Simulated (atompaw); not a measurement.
What one change does to a pseudopotential (B (Z = 5), PAW (atompaw))

```json
{
  "Element": "B (Z = 5)",
  "Generator": "atompaw 4.2.0.5",
  "Type": "PAW",
  "Functional": "PBEsol",
  "Relativity": "scalar-relativistic",
  "Frozen core": "[He]",
  "Valence charge": "3",
  "Reference configuration": "2s2 2p0 (charge +1)",
  "Partial waves": "2s (bound): rc 1.40 bohr; 2s channel at 0.5 Ry: rc 2.25 bohr; 2p (bound, empty): rc 2.25 bohr; 2p channel at -0.4 Ry: rc 2.25 bohr",
  "Local potential": "vpsmatchnc scheme with l = 2 at 1 Ry, radius 1.75 bohr",
  "Core correction": "smooth core density matched at 1.60 bohr",
  "Augmentation charge": "sinc compensation charge, radius 2.00 bohr; PAW radius 2.25 bohr; waves and projectors: custom polynom gramschmidtortho"
}
```

All-electron outer shells of the reference configuration (PBEsol, scalar-relativistic, ld1.x):

```json
{"shell": "2s", "level (eV)": "-19.38", "outermost node (bohr)": "0.46", "outermost maximum (bohr)": "1.46"}
{"shell": "2p", "level (eV)": "-13.25", "outermost node (bohr)": "–", "outermost maximum (bohr)": "1.41"}
```

Change: all radii scaled by about 0.79 (s 1.10, p 1.78 bohr); local potential vpsmatchnc scheme with l = 2 at 1 Ry, radius 1.38 bohr; augmentation sinc compensation charge, radius 1.58 bohr; PAW radius 1.78 bohr; waves and projectors: custom polynom gramschmidtortho; core correction smooth core density matched at 1.26 bohr.

Cutoffs: the cutoffs (Ry, on a coarse ladder) from which the occupation-weighted sum of valence levels, in a spherical-Bessel basis at the reference potential, stays within 10 and 1 mRy of its value at 400 Ry; they do not see the model core or the augmentation charge, which bear on the density cutoff.

Q: What does the change do?

A: The potential gets harder (18 Ry and 30 Ry → 30 Ry and 45 Ry); neither file shows a bound ghost. A smaller radius makes the pseudo-wave follow the all-electron one further in, where it bends more sharply, so more plane waves are needed.

```json
{"quantity": "cutoff, loose", "base": "18 Ry", "changed": "30 Ry"}
{"quantity": "cutoff, tight", "base": "30 Ry", "changed": "45 Ry"}
{"quantity": "bound ghosts", "base": "none", "changed": "none"}
{"quantity": "lowest overlap eigenvalue by channel", "base": "s 0.13, p 0.94", "changed": "s 0.01, p 0.95"}
```

 The cutoffs see the waves, projectors and local potential, not the compensation charge or the core.
